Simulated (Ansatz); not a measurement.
Cd(Me)2 (C2H6Cd), SMILES [CH3][Cd][CH3]. Atoms are numbered in the order given.

```xyz
9

Cd    -0.0056    -0.0045    -0.0062
C      1.6356     0.2616    -1.3449
H      2.3455    -0.5764    -1.2621
H      2.1759     1.1942    -1.1179
H      1.2834     0.3128    -2.3872
C     -1.6471    -0.2705     1.3322
H     -2.1837    -1.2062     1.1093
H     -2.3601     0.5645     1.2446
H     -1.2959    -0.3152     2.3752
```
Charge 0, spin multiplicity 1.

Geometry: B3LYP-D3(BJ)/def2-SVP. The isomer is the one that the SMILES or the coordinates give; other isomers of the formula were not compared. The def2 effective core potentials stand for the cores of Cd; spin–orbit coupling is left out.

Two levels are set side by side: PBE-D3(BJ)/def2-SVP (Ansatz, a quantum-chemistry and plane-wave program) and B3LYP-D3(BJ)/def2-SVP (Ansatz). Each level has its own optimised geometry; the coordinates shown are those of the second. Differences are taken from unrounded values.

```tsv
quantity	B3LYP-D3(BJ)
mean bond length (Å)	1.360
bond Cd1–C2 (Å)	2.135
bond Cd1–C6 (Å)	2.135
bond C2–H3 (Å)	1.101
bond C2–H4 (Å)	1.101
bond C2–H5 (Å)	1.101
bond C6–H7 (Å)	1.101
bond C6–H8 (Å)	1.101
bond C6–H9 (Å)	1.101
```

Question: What does PBE-D3(BJ) give, and how far is it from B3LYP-D3(BJ)? (The exact figures need the calculation; the answer reports its results.)

Answer: 
| quantity | PBE-D3(BJ) | PBE-D3(BJ) minus B3LYP-D3(BJ) |
|---|---|---|
| mean bond length (Å) | 1.363 | 0.003 |
| bond Cd1–C2 (Å) | 2.125 | -0.009 |
| bond Cd1–C6 (Å) | 2.125 | -0.009 |
| bond C2–H3 (Å) | 1.109 | 0.007 |
| bond C2–H4 (Å) | 1.109 | 0.007 |
| bond C2–H5 (Å) | 1.109 | 0.007 |
| bond C6–H7 (Å) | 1.109 | 0.007 |
| bond C6–H8 (Å) | 1.109 | 0.007 |
| bond C6–H9 (Å) | 1.109 | 0.007 |

On these quantities the two levels nearly agree.
